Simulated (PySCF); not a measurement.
C₃H₅BO₂, SMILES C=CB(C=O)O. Heavy atoms are numbered as in [CH2:1]=[CH:2][B:3]([OH:4])[CH:5]=[O:6]. Hydrogens are named by the atom that carries them.

The structure is a stationary point at B3LYP-D3(BJ)/def2-SVP. This is a generated structure with no PubChem entry under its InChIKey; it may be hypothetical. The values are those of a single conformer.

Computed with PBE/def2-TZVP run with PySCF.

Atomic charges (e), one atom of each kind:

```
atom      Mulliken    IAO
--------  --------  -----
C1 (CH2)     -0.18  -0.23
C2 (CH)      -0.22  -0.28
B3            0.16      …
O4 (OH)      -0.34  -0.48
C5 (CH)       0.08      …
O6           -0.25      …
H on C1       0.14   0.16
H on C2       0.10   0.15
H on O4       0.32      …
H on C5       0.07      …
```

What belongs in the gaps? (An estimate is asked for; the answer gives what the named calculation found.)


- B3, IAO: 0.29
- C5 (CH), IAO: 0.12
- O6, IAO: -0.35
- H on O4, IAO: 0.37
- H on C5, IAO: 0.10

Computed Mayer and Wiberg (Löwdin basis) orders of the bonds:
```json
[
 {"bond": "C1–C2", "Mayer": "1.87", "Wiberg": "2.08"},
 {"bond": "C2–B3", "Mayer": "1.07", "Wiberg": "1.23"},
 {"bond": "B3–O4", "Mayer": "1.44", "Wiberg": "2.03"},
 {"bond": "B3–C5", "Mayer": "0.95", "Wiberg": "1.10"},
 {"bond": "C5–O6", "Mayer": "1.98", "Wiberg": "2.69"}
]
```
